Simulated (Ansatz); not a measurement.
Geometry optimisation, Ansatz 0.2.0, RKS PBE-D4/6-31G*.

input.yaml

```yaml
crystal:
  periodic: [false, false, false]
  atoms:
    - { symbol: C, position_ang: [-1.3028, -0.334, 0.4062] }
    - { symbol: C, position_ang: [-0.0121, 0.0871, 1.0069] }
    - { symbol: O, position_ang: [0.8519, -0.9439, 0.9585] }
    - { symbol: B, position_ang: [1.283, 0.1758, 0.0107] }
    - { symbol: "N", position_ang: [1.6269, 0.5885, -1.3999] }
    - { symbol: H, position_ang: [-1.8665, 0.6458, 0.0438] }
    - { symbol: H, position_ang: [-1.2116, -0.9849, -0.4607] }
    - { symbol: H, position_ang: [-1.9415, -0.7607, 1.1606] }
    - { symbol: H, position_ang: [0.0446, 0.6923, 1.9913] }
    - { symbol: H, position_ang: [2.57728, 0.26346, -1.55552] }
    - { symbol: H, position_ang: [1.60045, 1.62991, -1.42853] }
basis:
  gaussian: { orbitals: "6-31G*" }
hamiltonian:
  xc: pbe
  dispersion: d4
relax:
  f_tol: 0.015
  max_steps: 40
output:
  orbitals: {}
```

Command:

```bash
$ ansatz run input.yaml --threads 1 --pin off --max-ram 2048MiB --backend cpu --events-out ev --progress --plain --runs-dir out
```

Q: Where does it end, and by what steps?

A: The forces met the threshold. After 10 steps the energy has fallen by 1.989 eV; H6 moved furthest, 0.48 Å.

```csv
step,energy less start (eV),largest force component (eV/Å),accepted
0,0.0000,5.604,yes
1,-1.3450,2.447,yes
2,-1.8403,1.369,yes
3,-1.7729,1.657,no
4,-1.9615,0.584,yes
5,-1.9759,0.255,yes
6,-1.9865,0.173,yes
7,-1.9843,0.492,no
8,-1.9879,0.110,yes
9,-1.9889,0.032,yes
10,-1.9890,0.014,yes
```

```xyz
11
Properties=species:S:1:pos:R:3
C -1.457 -0.307 0.487
C -0.077 0.202 0.831
O 1.031 -0.861 0.734
B 1.119 0.208 -0.114
N 1.952 0.673 -1.134
H -2.160 0.543 0.408
H -1.464 -0.841 -0.478
H -1.845 -0.992 1.263
H -0.020 0.720 1.801
H 2.781 0.168 -1.440
H 1.789 1.546 -1.625
```

Whether the end is a true minimum wasn't checked by a vibrational analysis.

The run took 59 s on 1 thread of Arm Neoverse N1 (shared host), peak memory 0.14 GiB.
